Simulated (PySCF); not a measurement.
Simulation results for AlB2H4O

All values are calculated (PySCF 2.14.0). Calculation on a computer-drawn molecule: optimised geometry and harmonic frequencies of an isolated molecule of the commonest isotopes, restricted reference for singlets and unrestricted otherwise, frozen core in MP2.

```json
{"formula": "AlB2H4O", "start_structure": {"atoms_angstrom": [["B", -0.0913, -0.0834, -0.0479], ["O", 0.5788, -1.0991, 0.1127], ["B", 0.392, -2.47, 0.1357], ["Al", -1.5234, -2.8735, -0.216], ["H", 0.4335, 0.9575, -0.2157], ["H", -1.306, -0.1407, -0.0086], ["H", 1.1054, -3.1697, 0.8199], ["H", -3.1307, -3.0261, -0.5333]]}, "given": {"charge": 0, "multiplicity": 2, "method": "HF", "basis": "cc-pV(D+d)Z", "drawn_bonds_atom": [1, 2, 3, 1, 1, 3, 4], "drawn_bonds_other_atom": [2, 3, 4, 5, 6, 7, 8], "drawn_bonds_order": [1, 1, 1, 1, 1, 1, 1]}, "results": {}}
```

## Withheld values
1. AlB2H4O: rotational constants?

Calculated values
1. 14.48, 3.231, 2.689 GHz

Further results for AlB2H4O:

- total energy: -368.4964 hartree
- spin squared: 0.7758
- convergence status largest gradient component: 3.444e-05 hartree/bohr

Optimised structure:
```xyz
8
AlB2H4O
B     -0.0424     0.0003    -0.0762
O      0.6836    -1.1223     0.1336
B      0.1983    -2.4022     0.3043
Al    -1.9242    -2.8565     0.4186
H      0.5298     1.0395    -0.2352
H     -1.2504    -0.0578    -0.0992
H      1.0501    -3.2425     0.4606
H     -2.7866    -3.2636    -0.8598
```

Modes:
```csv
frequency (cm⁻¹),reduced mass (dalton)
115.2,2.85
194.3,1.985
235,1.236
301.9,1.222
401.1,5.044
437.2,1.066
540.7,3.986
808.5,1.552
1019,1.816
1069,1.423
1138,1.369
1224,1.724
1328,1.946
1421,2.65
1921,1.045
2617,1.064
2650,1.09
2753,1.111
```
